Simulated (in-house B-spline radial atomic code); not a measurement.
Results of a calculation; reference values are marked as such.
Correlation energy from the adiabatic connection: −Z/r, Z = 2.05

Two electrons in a singlet, external potential −Z/r, Z = 2.05 (atomic units). Full CI in B-splines (partial waves to l = 8, correlation up to 0.6 % small) with the density held fixed gives W(λ) = <V_ee>_λ − U, and E_c is the integral of W(λ) − W(0) from 0 to 1.

```json
{"λ": "0", "W(λ) − W(0) (hartree)": "0.00000"}
{"λ": "0.02", "W(λ) − W(0) (hartree)": "-0.00192"}
{"λ": "0.05", "W(λ) − W(0) (hartree)": "-0.00477"}
{"λ": "0.12", "W(λ) − W(0) (hartree)": "-0.01127"}
{"λ": "0.25", "W(λ) − W(0) (hartree)": "-0.02284"}
{"λ": "0.4", "W(λ) − W(0) (hartree)": "-0.03543"}
{"λ": "0.6", "W(λ) − W(0) (hartree)": "-0.05107"}
{"λ": "0.8", "W(λ) − W(0) (hartree)": "-0.06552"}
{"λ": "1", "W(λ) − W(0) (hartree)": "-0.07892"}
```

**Question.** Integrate the table by the trapezoid rule.

**Answer.** The strips give -0.00002, -0.00010, -0.00056, -0.00222, -0.00437, -0.00865, -0.01166, -0.01444, which sum to -0.04202 hartree. The direct value, W(1) − W(0) + T_c with T_c = 0.03682, is -0.04209; the curve is convex, so chords lie above it and the trapezoids fall short in size by 0.17 %.

**Question.** Now use only three numbers: W(0) = -1.0559, the initial slope W'(0) = -0.09635 (extrapolated from the first points) and the strong-coupling limit of the point-charge-plus-continuum model, W∞ = -1.5064. What do second-order theory and the interpolation W(λ) = W∞ + (W(0) − W∞)/√(1 + 2χλ) of Seidl, Perdew and Levy give?

**Answer.** Second order keeps the slope alone: E_c = W'(0)/2 = -0.04818, +14 % in size against -0.04209. Matching the slope fixes χ = W'(0)/(W∞ − W(0)) = -0.09635/(-0.45050) = 0.21387. Integrating, with s = √(1 + 2χ) = 1.194884, E_c = −(W(0) − W∞)(s − 1)/(s + 1) = −0.45050 × 0.194884/2.194884 = -0.04000 hartree, -5.0 % in size against the full result. At λ = 1 the formula gives W − W(0) = -0.07348 against -0.07892. Part of the miss can come from the model's W∞.
